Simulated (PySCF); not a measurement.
A PySCF script (with the pyscf-properties extension) for the NMR shieldings of SMILES C(/F)=C\C1=CBC=CB1, C6H7B2F, on a GFN2-xTB geometry:

```python
import basis_set_exchange as bse
import numpy as np
from pyscf import gto, dft
from pyscf.prop import nmr

atoms = """
F     4.132286    0.178609    0.110543
C     2.815161    0.438934    0.151832
C     1.915880   -0.472325   -0.203924
C     0.481655   -0.259202   -0.152532
C    -0.352267   -1.306691   -0.405716
B    -1.869653   -1.214955   -0.149762
C    -2.469793    0.170839    0.209354
C    -1.661339    1.226170    0.438050
B    -0.180909    1.145328    0.008273
H     2.610874    1.440537    0.498097
H     2.269791   -1.447025   -0.518208
H     0.104087   -2.255740   -0.677722
H    -2.519674   -2.187176   -0.068098
H    -3.537012    0.290259    0.375014
H    -2.100171    2.159475    0.780407
H     0.353485    2.101906   -0.407019
"""
names = dict.fromkeys(["F", "C", "B", "H"], "pcSseg-1")
basis = {el: gto.basis.parse(bse.get_basis(n, elements=[el], fmt="nwchem")) for el, n in names.items()}
mol = gto.M(atom=atoms, basis=basis, charge=0, verbose=0)
mf = dft.RKS(mol, xc="PBE0")
mf.grids.level = 2
mf.grids.alignment = dft.numint.BLKSIZE   # the property module wants whole blocks of grid points
mf.conv_tol = 1e-9
mf.kernel()

calc = nmr.RKS(mf)   # GIAO
C = mf.mo_coeff
Co = C[:, mf.mo_occ > 0]
resp = mf.gen_response(singlet=True, hermi=2)
def vind(x):   # induced exchange potential for any number of trial vectors
    d = np.einsum("pi,xij,qj->xpq", C, 2 * x.reshape(-1, C.shape[1], Co.shape[1]), Co, optimize=True)
    return np.einsum("xpq,pi,qj->xij", resp(d - d.transpose(0, 2, 1)), C, Co, optimize=True).ravel()
mo1, _ = nmr.rhf.solve_mo1(calc, with_cphf=vind)
sigma = calc.kernel(mo1)
for i, s in enumerate(sigma):   # ppm
    print("%2d %-2s %9.2f" % (i, mol.atom_pure_symbol(i), np.trace(s) / 3))
```

Q: What does it print?

A: 
```
 0 F     275.70
 1 C      17.78
 2 C      57.14
 3 C       6.11
 4 C      25.33
 5 B      40.55
 6 C      16.30
 7 C      12.74
 8 B      30.97
 9 H      24.15
10 H      25.21
11 H      24.65
12 H      25.47
13 H      24.14
14 H      23.92
15 H      24.69
```

These numbers come from an equivalent density-fitted implementation of the same equations, which agrees with the script to about 0.01 ppm for H and up to a few tenths of a ppm for heavy atoms, so last digits may differ.

Size and cost of the density-fitted run: 188 basis functions, 49 s wall time on 1 thread of an Arm Neoverse N1, shared host; peak memory 0.89 GiB.
